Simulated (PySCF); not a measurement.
C7H5NOS, SMILES c1coc(-c2nccs2)c1.

Geometry: B3LYP-D3(BJ)/def2-SVP. Other conformers were not sampled.

These are SMD-M06-2X/6-31G* (PySCF) values and carry that method's errors.

Solvation free energies are E(SMD) − E(gas) at the gas-phase geometry, for 1 M in both phases. In vacuum the dipole moment is 0.75 D.

Computed solvation free energies in water, methanol, ethanol:
```tsv
solvent	ΔG(solv) (kcal/mol)	its non-electrostatic (CDS) part	dipole (D)
water	-3.9	3.3	1.03
methanol	-5.6	1.4	1.02
ethanol	-5.9	0.9	1.02
```
